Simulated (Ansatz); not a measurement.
```yaml
crystal:
  periodic: [false, false, false]
  atoms:
    - {symbol: S, position_ang: [-0.426012, -0.643163, -0.431873]}
    - {symbol: Au, position_ang: [1.328396, 0.109759, 0.850055]}
    - {symbol: H, position_ang: [-0.891713, 0.595268, -0.319157]}
basis:
  gaussian: {orbitals: ANO-RCC-VTZP}
total_charge: -1
magnetization: {spin_polarized: true, initial_magnetization: 1}
hamiltonian: {xc: {name: HF}}
correlation: {active_space: {window: {electrons: 3, orbitals: 2}}}
output: {forces: true}
```

```sh
$ ansatz run in.yaml --threads 2 --pin off --events-out ev --progress --plain --max-ram 32768MiB --backend cpu
```

(1) How does Ansatz answer? (Best estimate.)

Answers

(1) The calculation gave: The program refused the input.
```
Error: invalid value for `correlation.active_space`: it starts from restricted Hartree–Fock orbitals; set hamiltonian.xc: hf without magnetization.spin_polarized
```
